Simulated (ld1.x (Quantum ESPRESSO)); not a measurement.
# Which change was made? (Pt, RRKJ)

```json
{
 "Element": "Pt",
 "Generator": "ld1.x (Quantum ESPRESSO) 7.5",
 "Type": "norm-conserving RRKJ (Kleinman–Bylander form)",
 "Functional": "PBEsol",
 "Relativity": "scalar-relativistic",
 "Frozen core": "[Xe] 4f14",
 "Valence charge": "10",
 "Reference configuration": "5d7 6s0 6p0 (charge +3)",
 "Partial waves": "6p (bound, empty): rc 2.25 bohr; 5d (bound): rc 1.95 bohr; 6s (bound, empty): rc 2.05 bohr",
 "Local potential": "the s channel",
 "Core correction": "none"
}
```

Cutoffs, loose and tight: the cutoffs (Ry, on a coarse ladder) from which the occupation-weighted sum of valence levels, in a spherical-Bessel basis at the reference potential, stays within 10 and 1 mRy of its value at 400 Ry. They do not see the model core or the augmentation charge, which bear on the density cutoff. Test errors are all-electron minus pseudo excitation energies from the reference, over the configurations 5d9 6s1 6p0; 5d9 6s0 6p0; 5d8 6s0 6p0; 5d10 6s0 6p0; 5d8 6s2 6p0; 5d9.5 6s0.5 6p0; 5d6 6s0 6p0; variants that change the core or the reference have their own tests.

The base gives: outcome: generated; cutoff, loose: 40 Ry; cutoff, tight: 40 Ry; bound ghosts: none; largest test error (meV): -390.

(1) After one change the result is: outcome: generated; cutoff, loose: 70 Ry; cutoff, tight: 100 Ry; bound ghosts: none; largest test error (meV): -400. Which change was it?
A. wave 5d (bound): rc 1.95 bohr becomes 5d (bound): rc 2.72 bohr
B. wave 5d (bound): rc 1.95 bohr becomes 5d (bound): rc 1.48 bohr
C. wave 5d (bound): rc 1.95 bohr becomes 5d (bound): rc 1.26 bohr
D. wave 5d (bound): rc 1.95 bohr becomes 5d (bound): rc 2.96 bohr
E. wave 5d (bound): rc 1.95 bohr becomes 5d (bound): rc 2.42 bohr

Results:

(1) B. The others give: wave 5d (bound): rc 1.95 bohr becomes 5d (bound): rc 2.96 bohr → outcome: generated; cutoff, loose: 21 Ry; cutoff, tight: 30 Ry; bound ghosts: none; largest test error (meV): +292 | wave 5d (bound): rc 1.95 bohr becomes 5d (bound): rc 2.42 bohr → outcome: generated; cutoff, loose: 30 Ry; cutoff, tight: 35 Ry; bound ghosts: none; largest test error (meV): -271 | wave 5d (bound): rc 1.95 bohr becomes 5d (bound): rc 1.26 bohr → outcome: generated; cutoff, loose: 100 Ry; cutoff, tight: 160 Ry; bound ghosts: none; largest test error (meV): -401 | wave 5d (bound): rc 1.95 bohr becomes 5d (bound): rc 2.72 bohr → outcome: generated; cutoff, loose: 25 Ry; cutoff, tight: 35 Ry; bound ghosts: none; largest test error (meV): -92.
